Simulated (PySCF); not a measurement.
## Substituent effects on chemical shifts

Parent skeleton `[Cl:1][SiH:2]1[CH2:3][CH:4]=[CH:5][CH2:6][CH2:7]1`; one hydrogen on atom 3 is replaced by X. Hydrogens on one atom are averaged.

[PySCF 2.14: geometry: GFN2-xTB; shielding tensors at PBE0/pcSseg-1 (GIAO); isolated molecule; fast rotation and ring inversion assumed for equivalent nuclei; non-relativistic Hamiltonian; single conformer]

Scale: HCl for ³⁵Cl; ²⁹Si and ¹³C and ¹H against TMS (reference shieldings calculated alike).

Question: Order these by the shift of C5, most shielded first.
A. X = CH2F
B. X = OCH3
C. X = OCHO
D. X = CH2CN

Answer: B (135.0 ppm), A (136.9 ppm), C (138.9 ppm), D (141.5 ppm).

Question: Order these by the shift of C4, most shielded first.
A. X = OCHO
B. X = OCH3
C. X = CH2CN
D. X = NHSiH3

Answer: A (133.2 ppm), C (136.1 ppm), D (137.7 ppm), B (139.3 ppm).

Question: Order these by the shift of H(C3), most shielded first.
A. X = CH2CN
B. X = OCH3
C. X = CH2F
D. X = NHSiH3
E. X = OCHO

Answer: A (1.94 ppm), C (2.15 ppm), D (2.56 ppm), B (3.40 ppm), E (4.70 ppm).
